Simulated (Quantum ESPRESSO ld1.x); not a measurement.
The nickel ion Ni23+, configuration [He] 2s2 2p1. All-electron calculation, scalar-relativistic Kohn-Sham, LDA (Slater exchange, VWN5 correlation), spin-polarised, spherical densities, point nucleus; open shells are filled with parallel spins first. Program: ld1.x of Quantum ESPRESSO 7.5.

Unscreened Slater integrals over Kohn-Sham orbitals (cm^-1). They are taken over the spin-up orbitals.

| integral | value |
|---|---|
| F0(2p,2p) | 1030500 |
| F2(2p,2p) | 494280 |
| F0(2p,2s) | 935880 |
| G1(2p,2s) | 525320 |
| F0(2p,1s) | 1391200 |
| G1(2p,1s) | 266630 |
| F0(2s,2s) | 876980 |
| F0(2s,1s) | 1228100 |
| G0(2s,1s) | 122880 |
| F0(1s,1s) | 3827700 |

Derived for the open shells (J is the average intra-shell exchange parameter used in DFT+U). 2p: J = F2/5 = 98860 cm^-1.
